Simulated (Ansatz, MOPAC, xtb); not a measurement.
Donor–acceptor adduct: H3In (SMILES [InH3]) (first 4 atoms) with NH3 (SMILES N); geometry from B3LYP-D3(BJ)/def2-TZVP, rigid monomers moved along the line of their centres of mass till In1···N5 is 2.19 Å.
(charge 0, multiplicity 1):
```xyz
8

In     0.6411     0.5716     0.7356
H      1.7057    -0.7881     0.5129
H     -0.7505     0.7307    -0.2988
H      1.2379     1.9805     1.5667
N     -0.4383    -0.2609     2.4449
H     -1.1480     0.3859     2.7714
H      0.1959    -0.4488     3.2137
H     -0.8953    -1.1304     2.1924
```

Monomers are frozen at their geometry in the pair; levels with a basis set take the counterpoise correction.

Correlated levels freeze the cores. Filled d and f shells under p-block atoms count as core. The state reached by PM3, PM7 isn't checked; PM7 holds dispersion and hydrogen-bond terms.

Codes used: Ansatz (Gaussian orbitals); MOPAC for PM3, PM7 (differences of heats of formation); xtb for the GFN methods.  In def2 rows elements past Kr take small-core potentials, without spin–orbit coupling.

```
level                interaction energy (kcal/mol)
-------------------  -----------------------------
PM3                                         -47.86
PM7                                          -5.57
GFN2-xTB                                    -21.99
PBE/def2-TZVPPD                             -14.84
r2SCAN/def2-TZVPPD                          -18.53
wB97X-V/def2-TZVPPD                         -17.97
MP2/def2-TZVPPD                             -15.19
CCSD/def2-SVPD                                 [?]
CCSD/def2-TZVPPD                               [?]
```

Question: Fill in the missing entries.

Answer: 
- CCSD/def2-SVPD, interaction energy (kcal/mol): -12.28
- CCSD/def2-TZVPPD, interaction energy (kcal/mol): -14.50

Ansatz is a program for electronic structure.
